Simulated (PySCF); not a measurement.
SiHF, SMILES F[SiH] (connectivity only; charge and spin as stated), neutral, multiplicity 1.

Coordinates come from a r2SCAN-D4/def2-TZVPD optimisation. The isomer is the one that the SMILES or the coordinates give; other isomers of the formula were not compared.

Level of theory: r2SCAN-D4/def2-TZVPD in PySCF.

Frequencies are harmonic and unscaled.

Computed normal modes with their intensities:
| mode | ν (cm⁻¹) | IR (km/mol) | Raman (Å⁴/amu) | depolarisation | moving atoms (share of kinetic energy) |
|---|---|---|---|---|---|
| 1 | 839 | 120.9 | 7.4 | 0.73 | F 60 %, Si 39 % |
| 2 | 869 | 66.1 | 12.7 | 0.45 | H 90 % |
| 3 | 1954 | 391.9 | 237.7 | 0.36 | H 96 % |
